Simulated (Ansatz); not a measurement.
`C=[C]([GeH3])Br` at its PBE0-D4/def2-TZVP geometry, where that method's forces vanish. Total charge 0; spin multiplicity 1.

```tsv
atom	x (Å)	y (Å)	z (Å)
C1	0.0308	-0.7508	-1.4105
C2	-0.5043	-0.0152	-0.4488
Ge3	0.3814	0.4700	1.2164
Br4	-2.2730	0.6545	-0.6389
H5	-0.4978	-0.9987	-2.3247
H6	1.0414	-1.1307	-1.2968
H7	-0.4327	-0.0771	2.3960
H8	0.4666	1.9987	1.3127
H9	1.7875	-0.1507	1.1947
```

**Question.** For each bond, give half the difference of the two atoms' forces along it (eV/Å; positive pushes the atoms apart) under PBE-D4, r2SCAN-D4, B3LYP-D4, ωB97M-V in def2-TZVPP. (Estimate.)

**Answer.** Computed: 
```
  bond  length (Å)  PBE-D4  r2SCAN-D4  B3LYP-D4  ωB97M-V
 C1–C2       1.324    0.37       0.16     -0.03    -0.07
 C1–H5       1.085    0.01      -0.08     -0.07    -0.04
 C1–H6       1.086    0.00      -0.06     -0.08    -0.05
C2–Ge3       1.948   -0.09      -0.07      0.08     0.06
C2–Br4       1.901    0.13       0.19      0.33     0.13
Ge3–H7       1.534    0.07      -0.05     -0.02    -0.08
Ge3–H8       1.534    0.07      -0.05     -0.02    -0.08
Ge3–H9       1.537    0.06      -0.05     -0.04    -0.08
```

B3LYP here is the variant with VWN-RPA as its local correlation; programs differ in this.
